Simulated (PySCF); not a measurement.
## Computed structure and properties of [TaO2Cl2]−

System: [TaO2Cl2]− (singlet); start: template (C2v). Method: PySCF 2.14.0, RKS PBE0, Ta def2-SVP with ECP60, O def2-SVP, Cl def2-SVP; non-relativistic Hamiltonian with scalar-relativistic core potentials where named; density fitting; no spin-orbit coupling.

Input of the relaxation:

```python
mol = gto.M(atom='''
Ta     0.00000     0.00000     0.22511
O      0.89720     0.89720     1.12231
O     -0.89720    -0.89720     1.12231
Cl     1.32090    -1.32090    -1.09579
Cl    -1.32090     1.32090    -1.09579''',
    basis={'Ta': 'def2-SVP', 'O': 'def2-SVP', 'Cl': 'def2-SVP'},
    ecp={'Ta': 'def2-SVP'},
    charge=-1, spin=0)
mf = dft.RKS(mol, xc='PBE0')
mf.grids.atom_grid = (50, 194)
mf = mf.density_fit()  # fitting sets: Ta def2-universal-JKFIT, O def2-universal-JKFIT, Cl def2-universal-JKFIT
mf.conv_tol = 1e-08; mf.max_cycle = 55
mf.kernel(dm0)  # dm0: converged density of the start geometry
# quasi-Newton relaxation in Cartesian coordinates to a largest gradient under 0.00045 Eh/bohr, steps kept in the point group
```

Run from Python with OMP_NUM_THREADS=2; the lines above give its settings. Where DIIS fails, smearing, a level shift and second-order steps follow.
It took 20 s on 2 threads of Arm Neoverse V1 (shared host), from the converged density of the start.

Course of the relaxation:

| step | energy above end (eV) | largest force component within the symmetry (eV/Å) |
| --- | --- | --- |
| 0 | 3.1793 | 18.895 |
| 1 | 0.3047 | 5.158 |
| 2 | 0.0372 | 1.723 |
| 3 | 0.0017 | 0.111 |
| 4 | 0.0003 | 0.044 |
| 5 | 0.0000 | 0.025 |
| 6 | 0.0000 | 0.005 |

Relaxed geometry (C2v):

```xyz
5

Ta    0.0000    0.0000    0.1711
O     0.9943    0.9943    1.2147
O    -0.9943   -0.9943    1.2147
Cl    1.4071   -1.4071   -1.1612
Cl   -1.4071    1.4071   -1.1612
```

```csv
contact,Å
Ta1–O2 (O),1.751
Ta1–O3 (O),1.751
Ta1–Cl4 (Cl),2.395
Ta1–Cl5 (Cl),2.395
```

On the finer grid (75, 302):

- HOMO: -3.11 eV
- LUMO: 3.55 eV
- Dipole about the centre of mass: 2.10 D
- Set of Mulliken populations of Ta1 outside the core potential: s 2.43, p 6.46, d 3.17, f 0.19
- D3(BJ) dispersion energy (not in the energies): -0.138 eV

| atom | Mulliken (e) | Löwdin (e) | spin (e) |
| --- | --- | --- | --- |
| Ta1 | 0.74 | -0.39 | 0.00 |
| O2 | -0.45 | -0.25 | 0.00 |
| O3 | -0.45 | -0.25 | 0.00 |
| Cl4 | -0.42 | -0.06 | 0.00 |
| Cl5 | -0.42 | -0.06 | 0.00 |

On the grid (50, 194), as all that follows. Harmonic modes: a minimum; lowest 101 cm⁻¹ (negative: unstable), highest 969 cm⁻¹, zero-point energy 0.218 eV.

Rigid scan of O along the line from its metal, all other atoms held (where the atom bridges, its other bond changes as well):

```tsv
distance to O2 (Å)	energy (eV)
1.45	3.661
1.55	1.355
1.65	0.283
1.75	0.000
1.85	0.205
1.95	0.704
2.05	1.366
2.20	2.490
```

Taking off one Cl (charge -1, singlet; the rest: singlet) in vacuum, both parts rigid, costs 5.60 eV; the small basis without counterpoise inflates it.

Rigid scan of Cl along the line from its metal, all other atoms held (where the atom bridges, its other bond changes as well):

(distance to Cl4 (Å), energy (eV)): (2.09, 0.884), (2.19, 0.338), (2.29, 0.072), (2.39, 0.000), (2.49, 0.054), (2.59, 0.194), (2.79, 0.608), (3.09, 1.333), (3.49, 2.205), (3.99, 3.023)

One start shape was tried, so this needn't be the lowest isomer.
